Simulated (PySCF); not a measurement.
PySCF job for In(Me)2 (C2H6In), SMILES [CH3][In+][CH3], charge +1, C-PCM-B3LYP/def2-SVP. The structure is a stationary point at PBE0-D3(BJ)/def2-SVP. The geometry has at least one imaginary mode, so it is a saddle point at that level. The spin state was assumed, not searched. The isomer is the one that the SMILES or the coordinates give; other isomers of the formula were not compared. The def2 effective core potentials stand for the cores of In; spin–orbit coupling is left out.

```python
import numpy as np
from pyscf import gto, scf, dft
from pyscf.solvent import pcm

mol = gto.M(
    atom='''
    In   -0.00000000    0.00000000   -0.00000000
    C    -0.00000000    0.00000000   -2.10514122
    H     0.90532668    0.51393538   -2.45969313
    H    -0.89774444    0.52706820   -2.45969313
    H    -0.00758223   -1.04100360   -2.45969313
    C     0.00000000   -0.00000000    2.10514122
    H     0.90532668   -0.51393538    2.45969313
    H    -0.89774444   -0.52706821    2.45969313
    H    -0.00758225    1.04100360    2.45969313
    ''',
    basis='def2-SVP',
    ecp={'In': 'def2-svp'},
    charge=1,
    spin=0,
    max_memory=1600,
    verbose=3,
)
mf = dft.RKS(mol, xc='b3lyp').density_fit(auxbasis='def2-universal-jkfit')
mf.grids.level = 3
mf.conv_tol = 1e-9
mf.max_cycle = 100
mf.kernel()
res = {}
for name, eps in {'water': 78.355, 'dichloromethane': 8.93, 'methanol': 32.613}.items():
    s = mf.PCM()
    s.with_solvent.method, s.with_solvent.eps, s.with_solvent.lebedev_order = 'C-PCM', eps, 29
    s.kernel(mf.make_rdm1())
    res[name] = (s.e_tot, eps, s.dip_moment(), s.mo_energy, s.converged)
    print(f'{name}: electrostatic solvation free energy {(s.e_tot - mf.e_tot) * 627.509474:.3f} kcal/mol')
```

Log of the run:

```
converged SCF energy = -269.705534655921

WARN: PCM is an experimental feature. It is still in testing.
Features and APIs may be changed in the future.

converged SCF energy = -269.80572893813

WARN: System has nonzero charge 1; the dipole moment is origin-dependent.
Location of origin: [0. 0. 0.]

Dipole moment(X, Y, Z, Debye): -0.00000, -0.00000, -0.00000
water: electrostatic solvation free energy -62.873 kcal/mol

WARN: PCM is an experimental feature. It is still in testing.
Features and APIs may be changed in the future.

converged SCF energy = -269.795438703908

WARN: System has nonzero charge 1; the dipole moment is origin-dependent.
Location of origin: [0. 0. 0.]

Dipole moment(X, Y, Z, Debye): -0.00000, -0.00000, -0.00000
dichloromethane: electrostatic solvation free energy -56.416 kcal/mol

WARN: PCM is an experimental feature. It is still in testing.
Features and APIs may be changed in the future.

converged SCF energy = -269.803868101857

WARN: System has nonzero charge 1; the dipole moment is origin-dependent.
Location of origin: [0. 0. 0.]

Dipole moment(X, Y, Z, Debye): -0.00000, -0.00000, -0.00000
methanol: electrostatic solvation free energy -61.705 kcal/mol
```

Self-consistency was reached.
